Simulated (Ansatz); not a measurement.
Reaction (ligand exchange at a Zr–N bond): `C[NH][Zr]([Cl])([Cl])[Cl]` + `CC(C)N` → `CC(C)[NH][Zr]([Cl])([Cl])[Cl]` + CH₃NH₂

Computed with Ansatz on PBE0-D4/def2-TZVP structures; ΔE is electronic, products minus reactants. CBS: MP2 limit from def2 TZ/QZ plus the TZ coupled-cluster correction, frozen cores. Functionals use def2-TZVPP. B3LYP here is the variant with VWN-RPA as its local correlation; programs differ in this. Elements past krypton have def2 core potentials. For Zr outer-core shells are correlated without core-valence functions, which leaves a few kJ/mol of doubt a bond. Each species was taken in one conformer, which may not be the lowest.

Q: Is it downhill or uphill in electronic energy at CCSD(T)/CBS, and by how much? (Best estimate.)

A: Ansatz gave: Downhill: ΔE = -5.6 kJ/mol.

Q: What do these levels give: PBE, BLYP, B3LYP, BHLYP, CAM-B3LYP, SCS-MP2/def2-QZVPP? (An estimate is asked.)

A: Computed: PBE 2.2, BLYP 5.8, B3LYP 4.3, BHLYP 3.2, CAM-B3LYP 2.8, SCS-MP2/def2-QZVPP -5.0 kJ/mol.

Q: What do rigid-rotor, harmonic-oscillator terms from PBE0-D4/def2-TZVP frequencies (298.15 K, 1 bar) make of the CCSD(T)/CBS value? (Estimate.)

A: The calculation gave: ΔZPE = -0.4 kJ/mol, ΔH = -5.2 kJ/mol, ΔS = -10 J/(mol·K), ΔG = -2.3 kJ/mol. Modes under 50 cm⁻¹ make the entropy rough.

Largest T1 diagnostic among the species: 0.015.

At CCSD(T), def2-SVP lies −3.2 kJ/mol from the extrapolated value and def2-TZVPP −0.8 kJ/mol. In def2-TZVPP, CCSD(T) changes the Hartree–Fock value by −11.4 kJ/mol (the triples alone add −2.1 kJ/mol) and MP2 by −13.1 kJ/mol.
